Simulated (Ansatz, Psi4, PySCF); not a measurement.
C4H12N (SMILES C[N+](C)(C)C), charge +1, singlet, at a GFN2-xTB geometry. Base run: B3LYP/STO-3G (PySCF).

PySCF was given this input:
```python
from pyscf import gto, scf, dft

mol = gto.M(
    atom='''
C    -0.253427   -0.622842   -1.311803
N     0.000000    0.000000    0.000000
C     0.069351    1.464142   -0.156408
C    -1.093571   -0.343916    0.926720
C     1.277647   -0.497384    0.541491
H    -1.194908   -0.264612   -1.724653
H    -0.307283   -1.705567   -1.211971
H     0.547009   -0.377351   -2.007645
H     0.256317    1.938503    0.805458
H    -0.868423    1.846340   -0.555988
H     0.873494    1.733601   -0.838981
H    -2.044701    0.017517    0.539579
H    -1.157076   -1.423437    1.052261
H    -0.919961    0.109679    1.901025
H     1.241374   -1.578668    0.662609
H     2.095667   -0.250453   -0.133066
H     1.478490   -0.045551    1.511372
''',
    basis='sto-3g',
    charge=1,
    spin=0,
    verbose=3,
)

mf = dft.RKS(mol)
mf.xc = 'b3lyp'
mf.kernel()
```

The same geometry, method and basis name were run in Ansatz (a quantum-chemistry and plane-wave program) and Psi4 and PySCF, at each program's defaults and at the settings that a row names. The base is PySCF at its defaults. Differences at the defaults can come from grids, fitting, cores and function types together.

```csv
code and settings,ΔE vs base (mEh),basis functions,E (Eh),SCF cycles
"PySCF, defaults (exact integrals, its default grid, spherical functions)",0.000,37,-211.61090,7
"Psi4, defaults (density fitting with its default set, its default grid, spherical functions)",-1.418,37,-211.61232,6
"Ansatz, defaults (factorised integrals, its default grid, spherical functions)",0.021,37,-211.61088,-
"PySCF, density fitting with def2-universal-jkfit",-1.417,37,-211.61232,7
"PySCF, fine grid",0.005,37,-211.61089,7
"Psi4, exact integrals, spherical functions, fine grid",0.006,37,-211.61089,7
"Ansatz, high accuracy",0.008,37,-211.61089,-
```
